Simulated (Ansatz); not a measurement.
An input meant for Al(OPMe3)F3 (C₃H₉AlF₃OP) (charge 0, singlet).

```yaml
crystal:
  periodic: [false, false, false]
  atoms:
    - {symbol: Al, position_ang: [0.787337, -1.148419, -2.226012]}
    - {symbol: O, position_ang: [0.783877, -1.112375, -0.369359]}
    - {symbol: P, position_ang: [0.019507, -0.019794, 0.447218]}
    - {symbol: D, position_ang: [0.667783, 1.637014, 0.109703]}
    - {symbol: C, position_ang: [0.249181, -0.394276, 2.204283]}
    - {symbol: C, position_ang: [-1.752366, -0.024262, 0.072755]}
    - {symbol: H, position_ang: [0.140406, 2.408441, 0.703891]}
    - {symbol: H, position_ang: [0.512913, 1.800564, -0.975863]}
    - {symbol: H, position_ang: [1.751377, 1.655342, 0.336832]}
    - {symbol: H, position_ang: [1.332609, -0.387284, 2.432978]}
    - {symbol: H, position_ang: [-0.271555, 0.348799, 2.839298]}
    - {symbol: H, position_ang: [-0.150373, -1.406449, 2.409365]}
    - {symbol: H, position_ang: [-1.829049, 0.203414, -1.009583]}
    - {symbol: H, position_ang: [-2.161360, -1.034484, 0.268548]}
    - {symbol: H, position_ang: [-2.295756, 0.730741, 0.673575]}
    - {symbol: F, position_ang: [2.385533, -0.992332, -2.725482]}
    - {symbol: F, position_ang: [-0.141122, 0.278318, -2.497937]}
    - {symbol: F, position_ang: [-0.028913, -2.542938, -2.694220]}
basis:
  gaussian: {orbitals: aug-cc-pVDZ}
hamiltonian: {xc: {name: revPBE0}, dispersion: d4}
scf: {lower_state_search: off}
```

```sh
$ ansatz run in.yaml --threads 4 --pin off --events-out ev --progress --plain --max-ram 4787MiB
```

It prints (some lines left out):

```
Error: YAML parse error: error: line 7 column 16: `D` is not an element symbol (H … Og, case-exact)
 --> <input>:7:16
  |
5 |     - {symbol: O, position_ang: [0.783877, -1.112375, -0.369359]}
6 |     - {symbol: P, position_ang: [0.019507, -0.019794, 0.447218]}
7 |     - {symbol: D, position_ang: [0.667783, 1.637014, 0.109703]}
  |                ^ `D` is not an element symbol (H … Og, case-exact)
8 |     - {symbol: C, position_ang: [0.249181, -0.394276, 2.204283]}
9 |     - {symbol: C, position_ang: [-1.752366, -0.024262, 0.072755]}
  |
```

**Question.** What is wrong with this run?

**Answer.** An element symbol is wrong. The program refused the input.
